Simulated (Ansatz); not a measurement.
Consider the substitution at a C–Ge bond: `N[C](=O)[GeH2][OH]` + `N[SiH3]` → `NC(=O)N[SiH3]` + `[OH][GeH3]`.

Isolated molecules relaxed with PBE0-D4/def2-TZVP in Ansatz; ΔE leaves out vibrations. CBS: MP2 limit from def2 TZ/QZ plus the TZ coupled-cluster correction, frozen cores. This one scheme is used for every species. DFT in def2-TZVPP. For Ge outer-core shells are correlated without core-valence functions, which leaves a few kJ/mol of doubt a bond. Scalar relativity is left out up to krypton. One conformer a species, not always the lowest.

`N[C](=O)[GeH2][OH]`:

Cartesian coordinates in Å:
```
N 1.459 0.236 1.089
C 0.706 0.334 -0.023
O 1.079 0.908 -1.029
Ge -1.128 -0.476 -0.111
O -1.584 -0.023 -1.758
H 1.132 -0.242 1.909
H 2.377 0.654 1.101
H -1.107 -2.008 0.038
H -2.101 0.149 0.905
H -0.833 0.468 -2.122
```

`N[SiH3]`:

Z-matrix (Å, degrees):
```
Si
N 1 1.720
H 1 1.486 2 107.9
H 1 1.494 2 116.0 3 -120.3
H 1 1.486 2 107.9 3 119.4
H 2 1.007 1 119.6 3 -168.6
H 2 1.007 1 119.6 3 49.2
```

`NC(=O)N[SiH3]`:

Z-matrix (Å, degrees):
```
Si
N 1 1.750
H 1 1.480 2 111.4
H 1 1.488 2 103.4 3 117.4
H 1 1.480 2 112.2 3 -125.0
C 2 1.369 1 116.3 3 63.4
H 2 1.006 1 123.5 3 -124.1
O 6 1.219 2 120.0 1 -0.9
N 6 1.368 2 117.1 1 177.5
H 9 1.005 6 114.7 2 169.5
H 9 1.004 6 120.1 2 23.1
```

`[OH][GeH3]`:

Z-matrix (Å, degrees):
```
Ge
O 1 1.783
H 1 1.531 2 104.3
H 1 1.541 2 109.9 3 119.6
H 1 1.541 2 109.9 3 -119.6
H 2 0.959 1 112.7 3 180.0
```

Question: Is it downhill or uphill in electronic energy at CCSD(T)/CBS, and by how much? (Best estimate.)

Answer: Ansatz gave: Downhill: ΔE = -0.27 eV.

Question: What do these levels give: PBE-D4, ωB97M-V, HF/def2-TZVPP, SCS-MP2/def2-TZVPP, HF/def2-QZVPP, CCSD/CBS(def2)? (An estimate is asked.)

Answer: Ansatz gave: PBE-D4 -0.23, ωB97M-V -0.32, HF/def2-TZVPP -0.53, SCS-MP2/def2-TZVPP -0.30, HF/def2-QZVPP -0.54, CCSD/CBS(def2) -0.31 eV.

Largest T1 diagnostic among the species: 0.015.

From PBE to PBE0 (25 % exact exchange), in def2-TZVPP and without D4, ΔE moves by −0.10 eV. In def2-TZVPP, CCSD(T) changes the Hartree–Fock value by +0.24 eV (the triples alone add +0.04 eV) and MP2 by +0.25 eV.
